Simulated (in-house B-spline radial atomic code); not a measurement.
Orbital energies and mean radii along the 61-electron series, configuration 1s2 2s2 2p6 3s2 3p6 3d10 4s2 4p6 4d10 4f5/2(6) 4f7/2(1) 5s2 5p6. The effective charge is n√(-2ε), a non-relativistic measure. Computed with a B-spline radial code for spherical atoms: Dirac-Hartree-Fock, jj configuration that fills j = l - 1/2 first, finite nuclei.

```tsv
ion	Z	energy of 5p3/2 (Eh)	mean radius of 5p3/2 (bohr)	energy of 4f5/2 (Eh)	mean radius of 4f5/2 (bohr)	energy of 4f7/2 (Eh)	mean radius of 4f7/2 (bohr)	effective charge of 5p3/2
Eu2+	63	-1.515	1.6694	-0.96304	0.90098	-0.84501	0.94069	8.7033
Gd3+	64	-2.0693	1.5717	-1.6869	0.81781	-1.5595	0.8413	10.172
Tb4+	65	-2.6845	1.4851	-2.5105	0.75719	-2.3717	0.77429	11.586
```
